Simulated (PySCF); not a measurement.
Ga(Cl)(OMe)(NH2) (CH₅ClGaNO), SMILES C[O][Ga]([Cl])[NH2]. Atoms are numbered in the order given.

```xyz
10

Ga    -0.0798     0.1411     0.0856
Cl     1.3054    -0.1107     1.6881
O      0.0199    -1.0436    -1.2339
C     -0.8302    -0.9746    -2.3544
H     -0.9149     0.0466    -2.7774
H     -0.4229    -1.6245    -3.1475
H     -1.8541    -1.3319    -2.1282
N     -1.2019     1.5478     0.0599
H     -1.3092     2.1563     0.8638
H     -1.9827     1.6224    -0.5821
```

Coordinates come from a r2SCAN-D4/def2-SVP optimisation. The structure was generated by enumeration; whether it is a known compound was not checked. One conformer was computed; it need not be the lowest.

Level of theory: PBE/def2-TZVP run with PySCF.

Isolated molecule, no solvent.

```json
{
 "total_energy": "-2555.64131 hartree",
 "highest_occupied_level": "-6.26 eV",
 "lowest_empty_level": "-1.63 eV",
 "orbital_gap": "4.63 eV",
 "dipole_moment": "3.27 D",
 "quadrupole, principal values (traceless, Buckingham form, about the centre of nuclear charge)": "-2.34, 0.36, 1.98 D·Å",
 "mean_static_polarisability": "63.9 bohr³ (9.47 Å³)",
 "polarisability_principal_values": "48.2, 64.2, 79.3 bohr³"
}
```
